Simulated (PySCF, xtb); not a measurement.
ZrI4, SMILES [I][Zr]([I])([I])[I], multiplicity 1.

GFN2-xTB in xtb at its own geometry gives an orbital gap of 1.98 eV and a dipole moment of 0.00 D.

The structure is a stationary point at ωB97X-D3(BJ)/def2-SVP. The spin state was assumed, not searched. The isomer is the one that the SMILES or the coordinates give; other isomers of the formula were not compared. The def2 effective core potentials stand for the cores of I, Zr; spin–orbit coupling is left out.

Problem. What does PBE0/def2-TZVP in PySCF give? (The exact figures need the calculation; the answer reports its results.)

Solution. gap 5.02 eV (levels -7.88 and -2.86 eV), dipole 0.00 D.
